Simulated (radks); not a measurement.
Values are calculated unless marked as measured or tabulated.
Orbital eigenvalues (eV) of the zinc ion Zn2+, [Ar] 3d10, at several levels of relativity; Dirac values are averaged over j with weights 2j + 1. Spin-unpolarised spherical Kohn-Sham, PBEsol, point nucleus unless stated (finite: rms radius 3.9283 fm), a radial shooting solver on a logarithmic mesh with Libxc functionals. A level marked "c x" has the speed of light scaled by that factor and shares open shells by 2j + 1; other Dirac levels either fill j = l - 1/2 first or share by 2j + 1.

shell  non-rel.  scalar-rel.  scalar-rel., finite nucleus  Dirac, c x 5  change of magnitude, last against first (%)
1s      -9417.6      -9538.2                      -9538.1       -9422.2                                        +0.05
2s      -1151.4      -1177.7                      -1177.7       -1152.4                                        +0.09
2p      -1017.6      -1024.0                      -1024.0       -1017.8                                        +0.02
3s      -145.36      -149.76                      -149.76       -145.53                                        +0.12
3p      -102.88      -104.12                      -104.12       -102.93                                        +0.05
3d      -31.059      -30.836                      -30.836       -31.050                                        -0.03
